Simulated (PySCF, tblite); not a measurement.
Isomers of C6H14OSi2. Method: GFN2-xTB as coded in tblite; computed harmonic values from a numerical Hessian at the method's own geometry, unscaled. Against measured fundamentals such values can be off by several per cent, at times by over 20. Modes of hydrogen on silicon can be 10 to 20 % off. One conformer each.

Electronic energies: PBE0/pcSseg-1 single points on the GFN2-xTB geometries (PySCF, gas phase).

```
                           SMILES  electronic energy, lowest = 0 (kcal/mol)
       C[SiH](C)/C=C\C(=O)C[SiH3]                                       0.0
      CC#C[SiH2][C@@H]([SiH3])CCO                                      35.7
C=C(C)[C@@H]1[SiH2][C@H]1O[SiH2]C                                      22.6
  O=C[C@@H]1CCC[C@H]1[SiH2][SiH3]                                       7.6
        C=C[SiH2][SiH2]C(C)(C)C=O                                      22.2
```

Question: How do GFN2-xTB zero-point energies change the relative energies?

Answer: 
| SMILES | ZPE (kcal/mol) | of it from modes above 1550 cm⁻¹ | electronic (kcal/mol) | with ZPE, lowest = 0 (kcal/mol) | lowest mode (cm⁻¹) | rings |
| --- | --- | --- | --- | --- | --- | --- |
| C[SiH](C)/C=C\C(=O)C[SiH3] | 109.8 | 61.1 | 0.0 | 0.0 | 32 | 0 |
| O=C[C@@H]1CCC[C@H]1[SiH2][SiH3] | 111.7 | 56.2 | 7.6 | 9.5 | 27 | 1 |
| C=C[SiH2][SiH2]C(C)(C)C=O | 109.8 | 60.3 | 22.2 | 22.2 | 44 | 0 |
| C=C(C)[C@@H]1[SiH2][C@H]1O[SiH2]C | 110.6 | 59.1 | 22.6 | 23.5 | 29 | 1 |
| CC#C[SiH2][C@@H]([SiH3])CCO | 108.7 | 58.1 | 35.7 | 34.6 | 24 | 0 |

The zero-point energies span 3.0 kcal/mol, from `CC#C[SiH2][C@@H]([SiH3])CCO` to `O=C[C@@H]1CCC[C@H]1[SiH2][SiH3]`. The order is unchanged.

Question: And how do the electronic energies of GFN2-xTB itself compare?

Answer: `C[SiH](C)/C=C\C(=O)C[SiH3]` 17.6; `O=C[C@@H]1CCC[C@H]1[SiH2][SiH3]` 0.0; `C=C[SiH2][SiH2]C(C)(C)C=O` 32.3; `C=C(C)[C@@H]1[SiH2][C@H]1O[SiH2]C` 4.2; `CC#C[SiH2][C@@H]([SiH3])CCO` 36.2 kcal/mol, lowest = 0. Against the energies above, taken from the same isomer `C[SiH](C)/C=C\C(=O)C[SiH3]`, the largest difference is 36.0 kcal/mol.

Question: What do entropy and thermal enthalpy add at 298.15 K and 1 bar (rigid rotor, harmonic oscillator, one conformer each)?

Answer: 
```csv
SMILES,point group,symmetry number,S (cal/(mol K)),H − H(0) (kcal/mol),ZPE + H − H(0) − TS (kcal/mol)
C[SiH](C)/C=C\C(=O)C[SiH3],C1,1,118.7,9.38,83.7
O=C[C@@H]1CCC[C@H]1[SiH2][SiH3],C1,1,108.3,8.08,87.4
C=C[SiH2][SiH2]C(C)(C)C=O,C1,1,116.7,9.38,84.4
C=C(C)[C@@H]1[SiH2][C@H]1O[SiH2]C,C1,1,115.6,8.99,85.1
```

Not tabulated: `CC#C[SiH2][C@@H]([SiH3])CCO` (lowest mode only 24 cm⁻¹).
